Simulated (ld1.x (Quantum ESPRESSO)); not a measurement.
# u(r) = r·R(r): atom against pseudo-atom (carbon)

Columns: radius, all-electron u(r) and pseudo u(r) of the 2s shell (level -25.82 eV) of carbon in the configuration [He] 2s2 2p1; PW91, scalar-relativistic, TM scheme, ld1.x (Quantum ESPRESSO) 7.5.

```
r (bohr)  all-electron   pseudo
   0.065        0.2914  -0.0419
   0.130        0.3749  -0.0847
   0.195        0.3397  -0.1293
   0.260        0.2400  -0.1767
   0.325        0.1092  -0.2277
   0.390       -0.0323  -0.2831
   0.455       -0.1719  -0.3432
   0.520       -0.3024  -0.4079
   0.585       -0.4199  -0.4762
   0.650       -0.5228  -0.5463
   0.715       -0.6106  -0.6154
   0.780       -0.6835  -0.6802
   0.845       -0.7422  -0.7373
   0.910       -0.7875  -0.7840
   0.975       -0.8205  -0.8189
   1.040       -0.8425  -0.8421
   1.105       -0.8549  -0.8549
   1.170       -0.8590  -0.8590
   1.235       -0.8558  -0.8558
   1.300       -0.8466  -0.8466
   1.365       -0.8323  -0.8323
   1.430       -0.8138  -0.8138
   1.495       -0.7920  -0.7920
   1.560       -0.7676  -0.7676
   1.625       -0.7412  -0.7412
   1.690       -0.7133  -0.7133
```

(1) How many radial nodes do the two functions have?

(2) At about which radius was the pseudo-wave matched?

(3) Where does each function peak?

(4) Is the pseudo-wave norm-conserving?

Results:

(1) The all-electron 2s function has n − l − 1 = 1; the pseudo-wave has 0, since the states of the same l below it are removed with the core.

(2) 1.20 bohr. The columns agree to 0.0005 from 1.04 bohr on; several derivatives are matched, so the curves merge somewhat inside the radius.

(3) Outermost all-electron maximum near 1.17 bohr, pseudo maximum near 1.17 bohr (to the table’s step).

(4) Yes: the TM scheme keeps the norm inside the radius equal to the all-electron one, which fixes the energy derivative of the logarithmic derivative at the level.
